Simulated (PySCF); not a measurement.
Se(Cl)2 cation (Cl2Se), SMILES Cl[Se]Cl (connectivity only; charge and spin as stated), charge +1, multiplicity 2.

Coordinates come from a PBE0-D3(BJ)/def2-TZVP optimisation. The multiplicity is an assumed one; other spin states were not compared. The isomer is the one that the SMILES or the coordinates give; other isomers of the formula were not compared.

Level of theory: TDA-B3LYP/def2-SVPD run with PySCF.

Vertical excitations. Isolated molecule, no solvent.

Give excitation energies, oscillator strengths and character. (The exact figures need the calculation; the answer reports its results.)


| state | energy (eV) | λ (nm) | f | main pairs |
|---|---|---|---|---|
| root 1 | 2.74 | 453 | 0.000 | β HOMO→LUMO 100 % |
| root 2 | 2.95 | 421 | 0.001 | β HOMO−2→LUMO 99 % |
| root 3 | 3.26 | 381 | 0.039 | β HOMO−1→LUMO 91 % |
| root 4 | 3.40 | 364 | 0.000 | α HOMO→LUMO 98 % |
| root 5 | 3.79 | 328 | 0.000 | α HOMO→LUMO+1 98 % |
| root 6 | 4.61 | 269 | 0.015 | β HOMO−3→LUMO 92 % |
| root 7 | 4.81 | 258 | 0.000 | α HOMO−1→LUMO 52 %, β HOMO→LUMO+1 39 % |
| root 8 | 5.07 | 245 | 0.000 | α HOMO−2→LUMO 47 %, α HOMO−1→LUMO+1 9 %, β HOMO−2→LUMO+1 36 %, β HOMO→LUMO+2 7 % |
| root 9 | 5.20 | 238 | 0.001 | β HOMO−4→LUMO 98 % |
| root 10 | 5.21 | 238 | 0.000 | α HOMO−3→LUMO 18 %, β HOMO−1→LUMO+1 78 % |
Unrestricted roots are not spin-pure.
